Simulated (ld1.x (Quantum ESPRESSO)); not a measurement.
# u(r) = r·R(r): atom against pseudo-atom (zirconium (Zr))

Columns: radius, all-electron u(r) and pseudo u(r) of the 5p shell (level -1.47 eV) of zirconium in the configuration [Ar] 3d10 4s2 4p6 4d2 5s2 5p0; PBE, scalar-relativistic, ultrasoft scheme, ld1.x (Quantum ESPRESSO) 7.5.

```json
{"r (bohr)": "0.160", "all-electron": "0.0114", "pseudo": "0.0004"}
{"r (bohr)": "0.320", "all-electron": "-0.1138", "pseudo": "0.0013"}
{"r (bohr)": "0.480", "all-electron": "-0.0528", "pseudo": "0.0023"}
{"r (bohr)": "0.640", "all-electron": "0.0643", "pseudo": "0.0024"}
{"r (bohr)": "0.800", "all-electron": "0.1534", "pseudo": "0.0005"}
{"r (bohr)": "0.960", "all-electron": "0.1940", "pseudo": "-0.0045"}
{"r (bohr)": "1.120", "all-electron": "0.1911", "pseudo": "-0.0137"}
{"r (bohr)": "1.280", "all-electron": "0.1570", "pseudo": "-0.0281"}
{"r (bohr)": "1.440", "all-electron": "0.1038", "pseudo": "-0.0480"}
{"r (bohr)": "1.600", "all-electron": "0.0409", "pseudo": "-0.0737"}
{"r (bohr)": "1.760", "all-electron": "-0.0251", "pseudo": "-0.1049"}
{"r (bohr)": "1.920", "all-electron": "-0.0898", "pseudo": "-0.1408"}
{"r (bohr)": "2.080", "all-electron": "-0.1508", "pseudo": "-0.1801"}
{"r (bohr)": "2.240", "all-electron": "-0.2068", "pseudo": "-0.2214"}
{"r (bohr)": "2.400", "all-electron": "-0.2572", "pseudo": "-0.2631"}
{"r (bohr)": "2.560", "all-electron": "-0.3017", "pseudo": "-0.3035"}
{"r (bohr)": "2.720", "all-electron": "-0.3407", "pseudo": "-0.3409"}
{"r (bohr)": "2.880", "all-electron": "-0.3740", "pseudo": "-0.3740"}
{"r (bohr)": "3.040", "all-electron": "-0.4022", "pseudo": "-0.4022"}
{"r (bohr)": "3.200", "all-electron": "-0.4254", "pseudo": "-0.4254"}
{"r (bohr)": "3.360", "all-electron": "-0.4440", "pseudo": "-0.4440"}
{"r (bohr)": "3.520", "all-electron": "-0.4583", "pseudo": "-0.4583"}
{"r (bohr)": "3.680", "all-electron": "-0.4687", "pseudo": "-0.4687"}
{"r (bohr)": "3.840", "all-electron": "-0.4756", "pseudo": "-0.4756"}
{"r (bohr)": "4.000", "all-electron": "-0.4793", "pseudo": "-0.4793"}
{"r (bohr)": "4.160", "all-electron": "-0.4801", "pseudo": "-0.4801"}
```

Problem. How many radial nodes do the two functions have?

Solution. The all-electron 5p function has n − l − 1 = 3; the pseudo-wave has 1, since 1 lower shell of the same l stays in the valence.

Problem. At about which radius was the pseudo-wave matched?

Solution. 2.90 bohr. The columns agree to 0.0005 from 2.72 bohr on; several derivatives are matched, so the curves merge somewhat inside the radius.

Problem. Is the pseudo-wave norm-conserving?

Solution. No, it belongs to an ultrasoft set: the norm inside the radius is not constrained, and the difference is carried by the augmentation charge.
